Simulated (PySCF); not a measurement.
Isomers of C6H10O2, mass 114.068 u with the commonest isotopes. Level of theory: PBE0/pcSseg-1 in PySCF (dipole) on a GFN2-xTB geometry, gas phase. One conformer each, none proved a minimum here; rigid rotors.

**Question.** Order these by rotational constant C, smallest first.
A. `[O:1]=[CH:2][CH:3]1[CH2:4][CH2:5][O:6][CH2:7][CH2:8]1` with O1–C2–C3–C4 141°, C2–C3–C4–C5 -72°, C3–C4–C5–O6 -58°, C4–C5–O6–C7 62°, C5–O6–C7–C8 -61°
B. `[CH2:1]=[CH:2]/[CH:3]=[CH:4]/[O:5][CH2:6][O:7][CH3:8]` with C1–C2–C3–C4 180°, C3–C4–O5–C6 0°, C4–O5–C6–O7 178°, O5–C6–O7–C8 67°
C. `[CH2:1]=[C:2]([CH3:3])[CH2:4][O:5][C:6]([CH3:7])=[O:8]` with C1–C2–C4–O5 127°, C2–C4–O5–C6 -86°, C4–O5–C6–C7 180°

**Answer.** B (695.4 MHz), C (1139 MHz), A (1541 MHz).

**Question.** Order these by radius of gyration √(Σ m r²/M), largest first.
A. `[CH2:1]=[C:2]([CH3:3])[CH2:4][O:5][C:6]([CH3:7])=[O:8]` with C1–C2–C4–O5 127°, C2–C4–O5–C6 -86°, C4–O5–C6–C7 180°
B. `[O:1]=[CH:2][CH:3]1[CH2:4][CH2:5][O:6][CH2:7][CH2:8]1` with O1–C2–C3–C4 141°, C2–C3–C4–C5 -72°, C3–C4–C5–O6 -58°, C4–C5–O6–C7 62°, C5–O6–C7–C8 -61°
C. `[CH2:1]=[CH:2]/[CH:3]=[CH:4]/[O:5][CH2:6][O:7][CH3:8]` with C1–C2–C3–C4 180°, C3–C4–O5–C6 0°, C4–O5–C6–O7 178°, O5–C6–O7–C8 67°

**Answer.** C (2.553 Å), A (2.062 Å), B (1.831 Å).

**Question.** Order these by dipole moment, smallest first.
A. `[CH2:1]=[C:2]([CH3:3])[CH2:4][O:5][C:6]([CH3:7])=[O:8]` with C1–C2–C4–O5 127°, C2–C4–O5–C6 -86°, C4–O5–C6–C7 180°
B. `[CH2:1]=[CH:2]/[CH:3]=[CH:4]/[O:5][CH2:6][O:7][CH3:8]` with C1–C2–C3–C4 180°, C3–C4–O5–C6 0°, C4–O5–C6–O7 178°, O5–C6–O7–C8 67°
C. `[O:1]=[CH:2][CH:3]1[CH2:4][CH2:5][O:6][CH2:7][CH2:8]1` with O1–C2–C3–C4 141°, C2–C3–C4–C5 -72°, C3–C4–C5–O6 -58°, C4–C5–O6–C7 62°, C5–O6–C7–C8 -61°

**Answer.** B (1.26 D), A (1.99 D), C (2.43 D).

| SMILES | point group | Ia (u·Å²) | Ib (u·Å²) | Ic (u·Å²) | κ | μa (D) | μb (D) | μc (D) |
| --- | --- | --- | --- | --- | --- | --- | --- | --- |
| O=CC1CCOCC1 | C1 | 157.05 | 279.83 | 327.92 | -0.68 | 0.31 | 2.01 | 1.34 |
| C=C(C)COC(C)=O | C1 | 136.52 | 390.12 | 443.80 | -0.88 | 0.31 | 1.91 | 0.48 |
| C=C/C=C/OCOC | C1 | 62.75 | 697.04 | 726.70 | -0.99 | 0.36 | 0.15 | 1.20 |
| CC(=O)O[C@@H]1C[C@@H]1C | C1 | 126.39 | 413.26 | 450.37 | -0.93 | 1.15 | 1.34 | 1.09 |
